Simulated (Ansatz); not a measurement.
Level of theory: Ansatz (a quantum-chemistry and plane-wave program) with frozen-core CCSD(T)/cc-pVTZ // CAM-B3LYP-D3(BJ)/def2-TZVP. The restricted HF reference is unstable towards unrestricted orbitals.

Ansatz 0.2 input:
```yaml
crystal:
  periodic: [false, false, false]
  atoms:
    - { symbol: B, position_ang: [0.7995, 1.352614, -0.164753] }
    - { symbol: B, position_ang: [-0.726442, 1.397024, 0.12848] }
    - { symbol: C, position_ang: [-0.799862, -0.105126, -0.227336] }
    - { symbol: C, position_ang: [0.793311, -0.141417, 0.230588] }
    - { symbol: H, position_ang: [-0.954948, -0.507767, -1.222676] }
    - { symbol: H, position_ang: [-1.317735, -0.693604, 0.532389] }
    - { symbol: H, position_ang: [0.927498, -0.525343, 1.236306] }
    - { symbol: H, position_ang: [1.278679, -0.77638, -0.512996] }
basis:
  gaussian: { orbitals: cc-pVTZ }
correlation:
  method: ccsd_t
```

Output:

```
Functional definition: HF
1009 factors; integrals over basis functions are off by at most 9.4e-4 eV
mean field evaluation 1: about -3459.1341 eV, gradient 2.9e1 eV
mean field evaluation 2: about -3459.1358 eV, gradient 2.9e1 eV
mean field evaluation 4: about -3461.6999 eV, gradient 4.1e0 eV
mean field evaluation 8: about -3461.8052 eV, gradient 2.8e-1 eV
mean field evaluation 16: about -3459.1350 eV, gradient 2.9e1 eV
mean field evaluation 32: about -3458.9684 eV, gradient 1.8e-2 eV
mean field -3461.80839503 eV, -127.2191120194 hartree, gradient 1.7e-6 eV, S^2 0.000000; 1 other end points of the search recorded, 0 dependent functions left out; unrestricted orbitals would lower it
mean field evaluation 64: about -3462.9797 eV, gradient 1.9e0 eV
determinant -3461.80839503 eV, -127.2191120194 hartree, with singles and doubles -3477.50425230 eV, -127.7959241351 hartree
determinant -3458.96841813 eV, -127.1147447932 hartree, with singles and doubles -3475.74177027 eV, -127.7311541151 hartree
unrestricted determinant -3463.09588814 eV, -127.2664265186 hartree, S^2 0.9917
4 core orbitals not correlated
reference -3461.80839503 eV, -127.2191120194 hartree; 9, 9 occupied and 163, 163 virtual orbitals, 1009 factors
second order -14.54846651 eV of doubles, -0.00000000 eV of singles
cycle   1  -15.38911408 eV  change    -1.1e0 eV  update   3.0e-2
cycle   2  -15.44088918 eV  change   -5.2e-2 eV  update   6.7e-3
cycle   3  -15.43534215 eV  change    5.5e-3 eV  update   2.7e-3
cycle   4  -15.43655293 eV  change   -1.2e-3 eV  update   1.1e-3
cycle   5  -15.43673597 eV  change   -1.8e-4 eV  update   6.2e-4
cycle   6  -15.43704794 eV  change   -3.1e-4 eV  update   4.4e-4
cycle   7  -15.43739785 eV  change   -3.5e-4 eV  update   2.8e-4
cycle   8  -15.43752805 eV  change   -1.3e-4 eV  update   1.5e-4
cycle   9  -15.43742230 eV  change    1.1e-4 eV  update   5.9e-5
cycle  10  -15.43737278 eV  change    5.0e-5 eV  update   2.1e-5
cycle  11  -15.43736476 eV  change    8.0e-6 eV  update   1.0e-5
perturbative correction -0.91987150 eV, -0.0338046542 hartree
Total energy: -3478.16563129 eV, -127.8202293647 hartree
```

Cost: roughly 70 core-seconds.
